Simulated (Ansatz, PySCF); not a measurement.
Dimer: AsH3 (SMILES [AsH3]) (first 4 atoms) with H2Se (SMILES [SeH2]); geometry from B3LYP-D3(BJ)/def2-TZVP, rigid monomers moved along the line of their centres of mass till As1···Se5 is 3.36 Å.
(charge 0, multiplicity 1):
```xyz
7

As    -0.1887    -0.1176    -0.3551
H     -0.1534    -0.0902    -1.8806
H      1.3100     0.1333    -0.2509
H     -0.5074     1.3694    -0.2698
Se    -0.0466    -0.4812     2.9774
H     -1.4904    -0.5497     2.7152
H     -0.2771     0.0277     4.3392
```

Monomers are frozen at their geometry in the pair; levels with a basis set take the counterpoise correction.

Cores are frozen in the correlated methods. Filled d and f shells under p-block atoms count as core. CBS: X⁻³ extrapolation of the correlation energy, Hartree–Fock from the larger set.

Programs: Ansatz (Gaussian basis) for Hartree–Fock, density functionals and correlated methods; PySCF for the dispersion terms. Values without a source in brackets are computed.

PBE/def2-TZVPPD gives 0.06 kcal/mol for the interaction energy.

Question: Predict the shift from PBE, with its sign, for: PBE-D3(BJ)/def2-TZVPPD, r2SCAN/def2-TZVPPD, B3LYP/def2-TZVPPD, wB97M-V/def2-TZVPPD, MP2/CBS(aug-cc-pVDZ, aug-cc-pVTZ), MP2/CBS(aug-cc-pVDZ, aug-cc-pVTZ) + ΔCCSD(T)/aug-cc-pVDZ.

Answer: PBE-D3(BJ)/def2-TZVPPD -1.24; r2SCAN/def2-TZVPPD -0.17; B3LYP/def2-TZVPPD 1.46; wB97M-V/def2-TZVPPD -0.55; MP2/CBS(aug-cc-pVDZ, aug-cc-pVTZ) -1.02; MP2/CBS(aug-cc-pVDZ, aug-cc-pVTZ) + ΔCCSD(T)/aug-cc-pVDZ -0.48 kcal/mol. 1 of 6 lie above PBE; the widest gap is to B3LYP/def2-TZVPPD.

Ansatz is a quantum-chemistry and plane-wave program.
